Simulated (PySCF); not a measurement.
[Yb(PH3)]3+ at several levels of theory

Computed with PySCF 2.14.0 (density fitting, no spin-orbit coupling) at the geometry relaxed with PBE:

```xyz
5
[Yb(PH3)]3+ (singlet in the valence; each metal's 4f electrons, 13 of them, lie in its core potential, out of spins and levels)
Yb    0.0000    0.0000   -0.3587
P     0.0000    0.0000    2.5077
H     1.3487    0.0000    3.0190
H    -0.6744    1.1680    3.0190
H    -0.6744   -1.1680    3.0190
```

```tsv
level	basis	state	HOMO (eV)	gap (eV)	charge on Yb1 (e)	population of f-type functions on Yb1 (polarisation alone where 4f lies in the core)	dipole about the centre of mass (D)	largest force component (eV/Å)
PBE	Yb lcecp-1-SVP with ECP59, P def2-SVP, H def2-SVP	singlet	-23.69	2.91	2.19	0.00	4.47	0.00
CAM-B3LYP	the same	singlet	-25.82	6.82	2.23	0.00	3.66	0.39
r2SCAN	the same	singlet	-23.76	3.66	2.26	0.00	3.84	0.26
wB97X	the same	singlet	-26.70	9.52	2.28	0.00	3.18	0.41
PBE	Yb lcecp-1-TZVP with ECP59, P def2-TZVP, H def2-TZVP	singlet	-23.58	2.79	2.25	0.00	4.58	0.18
```

In the lcecp rows the 4f levels are missing from HOMO and gap, and the state counts the valence alone.

Charges are Mulliken's, which hang on the basis. The relaxation used the grid (50, 194), these runs (75, 302) or, all-electron (x2c bases, spin-free X2C Hamiltonian), (99, 590).

Question: What does PBE0 with Yb lcecp-1-SVP with ECP59, P def2-SVP, H def2-SVP give here?

Answer: state singlet, HOMO (eV) -24.64, gap (eV) 4.89, charge on Yb1 (e) 2.25, population of f-type functions on Yb1 (polarisation alone where 4f lies in the core) 0.00, dipole about the centre of mass (D) 3.88, largest force component (eV/Å) 0.26. Time: 1.8 s on 2 threads of Arm Neoverse V1, with other jobs on the host, from an already converged density.

In the first row's basis the gap widens with exact exchange: 2.9 to 3.7 eV for PBE, r2SCAN (none); 4.9 eV for PBE0 (a fixed share); 6.8 to 9.5 eV for CAM-B3LYP, wB97X (rising or full at long range).

An lcecp potential fixes the number of 4f electrons, so in runs with it no electron can move into or out of that shell.
